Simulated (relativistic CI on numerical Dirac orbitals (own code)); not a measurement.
## Ho¹⁴⁺: sensitivity of the levels to the model

Base calculation: Dirac-Coulomb-Breit CI, KLI orbitals optimised for each configuration, model QED, unscaled Slater integrals.

Configurations in the expansion (outside the closed core [Kr] 4d10): 4f6 5s, 4f7, 4f5 5s2, 4f6 5p, 4f4 5s 5p2, 4f4 5s2 5p, 4f4 5s2 5d, 4f4 5s2 6s, 4f4 5s2 5f, 4f5 5s 6s, 4f4 5s 6s2. The list is cut by size and lacks configurations that can hold low levels.

The lowest level and the first level of each name with at least 55 % of one term (blank where a level has no safe partner in the second run):

```tsv
Level	Base (cm⁻¹)	Shift (cm⁻¹)
4f6 5s 8F_1/2	0.0	0.0
4f6 5s 8F_3/2	996.9	-7.7
4f6 5s 8F_5/2	2444.0	-17.4
4f6 5s 8F_7/2	4175.1	-27.5
4f6 5s 8F_9/2	6070.1	-36.9
4f6 5s 8F_11/2	8044.7	-45.4
4f6 5s 8F_13/2	10035.1	-52.6
4f5 5s2 6H°_5/2	19738.5	-1525.5
4f5 5s2 6H°_7/2	22531.2	-1543.1
4f5 5s2 6H°_9/2	25636.9	-1560.2
4f5 5s2 6H°_11/2	28888.0	-1575.6
4f6 5s 6F_1/2	30989.9	+15.6
4f5 5s2 6H°_13/2	32175.7	-1588.8
4f6 5s 6F_3/2	32528.3	+0.2
4f5 5s2 6F°_1/2	33444.3	-1543.7
4f5 5s2 6F°_3/2	33839.9	-1542.1
4f6 5s 6D_1/2	34191.7	+13.3
4f6 5s 6F_5/2	34672.5	-15.7
4f5 5s2 6F°_5/2	34864.1	-1543.1
4f5 5s2 6H°_15/2	35403.3	-1599.1
4f6 5s 6F_7/2	36981.6	-28.6
4f5 5s2 6F°_7/2	37140.6	-1556.5
```

At this charge transitions that keep the count of f electrons are usually good to a few per cent. Terms inside the open d or f shell come out 10 to 20 % too wide with unscaled integrals. Levels and lines within the n = 5 or 6 shells can be off by up to 10 % or somewhat more, and those that change n by about 2 %, since core polarisation is missing. Levels that differ in their count of f electrons can be misplaced by several ten thousand cm⁻¹, since the correlation energy of f electrons is missing or only estimated; rates across such gaps can be off by orders of magnitude.

One thing was changed in a second run, which moved the levels as shown. Which?
A. configuration mixing switched off
B. QED terms removed
C. Breit term removed
D. valence Slater integrals scaled by 0.9
E. only the first configuration

B. QED terms removed. QED shifts follow the density of s (and p1/2) electrons at the nucleus, so configurations move by their count of such electrons; where none moves, the smaller shifts of p3/2 electrons and of j = l + 1/2 against j = l − 1/2 set the pattern.
